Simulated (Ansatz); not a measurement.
# Abstraction of Cl: SnH2Cl2 + MgH → SnH2Cl + MgHCl

Species: SnH2Cl2 `[Cl][SnH2][Cl]`, singlet; MgH, doublet; SnH2Cl `[Cl][SnH2]`, doublet; MgHCl `[MgH][Cl]`, singlet. A radical takes Cl: the energy is the difference in strength between the Sn–Cl bond broken and the Mg–Cl bond made.

Shapes, held fixed at every level: PBE0-D4/def2-TZVP. Programs: Ansatz 0.2.0. The zero-point and thermal change to 298 K, harmonic and unscaled (PBE0-D4/def2-TZVP), is -0.6 kJ/mol.

**Question.** Estimate ΔH(298 K) of this reaction.

**Answer.** The highest level, CCSD(T)/def2-TZVPP, gives ΔH(298 K) = -90.1 kJ/mol; the levels span -100.3 to -89.3. The column of differences is taken from that level and isn't an error. No measured value is set beside it here. Open shells run unrestricted unless RO is named. For atoms past krypton def2 sets carry core potentials with scalar relativity. Correlated rows may include outer-core shells of Mg, Sn, which these sets cover unevenly.

```csv
level,kind,ΔH(298 K) (kJ/mol),less CCSD(T)/def2-TZVPP
HF/def2-TZVPP,Hartree–Fock,-89.3,+0.8
BHLYP-D4/def2-TZVPP,global hybrid,-92.7,-2.6
r2SCAN0-D4/def2-TZVPP,global hybrid,-94.8,-4.7
wB97X-V/def2-TZVPP,range-separated hybrid,-92.7,-2.6
MP2/def2-SVP,perturbation theory,-95.6,-5.5
CCSD(T)/def2-SVP,coupled cluster or CI,-99.1,-9.0
CCSD/def2-SVP,coupled cluster or CI,-100.3,-10.2
CCSD(T)/def2-TZVPP,coupled cluster or CI,-90.1,0.0
```
